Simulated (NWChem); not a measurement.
# C$_{5}$H$_{3}$Cl; SMILES C(=C=C)(C#C)Cl

Q: Give the equilibrium geometry at PBE-D3(BJ)/def2-SVP (NWChem) as a list of bonds and angles, with the point group.

A: point group Cs; any orientation.
Bonded distances (Å): C1–C2 1.226, C1–H7 1.081, C2–C3 1.420, C3–Cl4 1.774, C3–C5 1.328, C5–C6 1.313, C6–H8 1.105, C6–H9 1.105. Bond angles (°): C2–C1–H7 179.9, C1–C2–C3 179.5, C2–C3–Cl4 116.0, C2–C3–C5 124.5, Cl4–C3–C5 119.5, C3–C5–C6 179.5, C5–C6–H8 121.5, C5–C6–H9 121.5, H8–C6–H9 117.0.
